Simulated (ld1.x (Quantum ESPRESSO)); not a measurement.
# Cd: excitation energies, all-electron against RRKJ

cadmium, norm-conserving RRKJ (Kleinman–Bylander form), made with ld1.x (Quantum ESPRESSO) 7.5 (PBE, scalar-relativistic). Core [Kr], reference 4d10 5s1.5 5p0.5. Waves: 5p (bound): rc 2.35 bohr; 4d (bound): rc 1.05 bohr; 5s (bound): rc 1.95 bohr. Local part: the s channel. Core correction: none.

Energies are relative to the spin-unpolarised reference configuration 4d10 5s1.5 5p0.5; without spin polarisation the order of configurations can differ from experiment. The frozen-core shift is the all-electron ΔE with the core orbitals held at their reference shape minus the fully relaxed ΔE.

| valence configuration | charge | ΔE all-electron (eV) | error AE − PS (meV) | frozen-core shift (meV) |
| --- | --- | --- | --- | --- |
| 4d10 5s2 5p0 | 0 | -2.284 | +0.7 | -0.3 |
| 4d10 5s1 5p0 | +1 | 6.988 | +1.5 | +1.7 |
| 4d10 5s0 5p0 | +2 | 24.114 | +25 | +7.6 |
| 4d8 5s0 5p0 | +4 | 116.186 | -647 | +579 |
| 4d10 5s0 5p1 | +1 | 12.767 | +6.9 | +3.3 |
| 4d9 5s0 5p0 | +3 | 62.123 | -71 | +123 |

(1) What are ΔE and the potential's error for 4d10 5s0 5p2?

Answers

(1) ΔE = 7.386 eV all-electron; the error (AE − PS) is +2.2 meV.

A variational frozen-core shift is positive and of second order in the change. This column holds negative values, so the frozen-core run of ld1.x carries numerical noise or an error of first order here, and the column gives no more than the rough size of the effect.
